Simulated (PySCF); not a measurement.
Molecule: SMILES CC(=O)OCS(=O)(=O)[O-], [C3H5O5S]-.

Bonds (- single, = double, # triple, : aromatic): C1-C2, C2=O3, C2-O4, O4-C5, C5-S6, S6=O7, S6=O8, S6-O9. C1 carries H10, H11, H12; C5 carries H13, H14. Formal charges: O9 -1.

Total charge -1.

Frames of a GFN2-xTB Langevin trajectory at 300 K; GIAO PBE0/pcSseg-1 shieldings in PySCF 2.14.0 with density-fitted response routines, gas phase, non-relativistic; equivalent atoms averaged within each frame.

δ = σ(ref) − σ, references computed at the same level: TMS for 13C (σref 186.93), 1H (σref 31.72); 17O (σref 336.08) vs H2O; CS2 for 33S (σref 503.73). The references are static minima.

Q: How do the shifts (ppm) fluctuate along the trajectory?

A: 
```csv
time (fs),C2,C5,C1,O3,O7/O8/O9,O4,S6,H13/H14,H10/H11/H12
optimised geometry,176.8,88.2,28.3,424.3,230.3,203.5,317,4.55,2.15
250,180.0,93.1,32.3,442.6,227.0,203.4,313,4.27,2.47
425,186.4,87.1,25.4,431.1,217.0,212.3,304,4.37,1.92
625,153.2,87.6,33.2,301.0,226.1,193.2,304,4.61,2.18
800,165.9,87.2,32.7,374.1,247.6,181.5,344,4.86,2.36
1000,169.8,96.3,38.6,370.5,241.2,200.0,323,5.23,3.02
mean of frames,171.1,90.3,32.4,383.9,231.8,198.1,317,4.67,2.39
standard deviation,12.8,4.2,4.7,56.6,12.4,11.5,17,0.39,0.41
```

5 frames give an uncertainty of the mean of about the standard deviation over 2.2 at best, since frames this close in time may not be independent; classical motion lacks zero-point vibration, and the reference would need the same averaging.
